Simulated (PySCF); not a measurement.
A structure optimised at PBE0-D3(BJ)/def2-SVP, used in a PySCF frequency run:

```
C
F 1 1.3375
F 1 1.3375 2 107.58
F 1 1.3445 2 107.45 3 115.43
Si 1 1.9254 2 112.59 3 -124.62
F 5 1.6190 1 107.96 2 60.91
H 5 1.4828 6 109.53 1 -117.34
H 5 1.4828 7 113.69 6 122.88
```
Charge 0, spin multiplicity 1.

### Question
Write its SMILES, formula and point group.

### Answer
F[SiH2]C(F)(F)F, CH2F4Si, Cs

### Question
What are its rotational constants (standard atomic weights)?

### Answer
4.4935, 1.9650, 1.8381 GHz
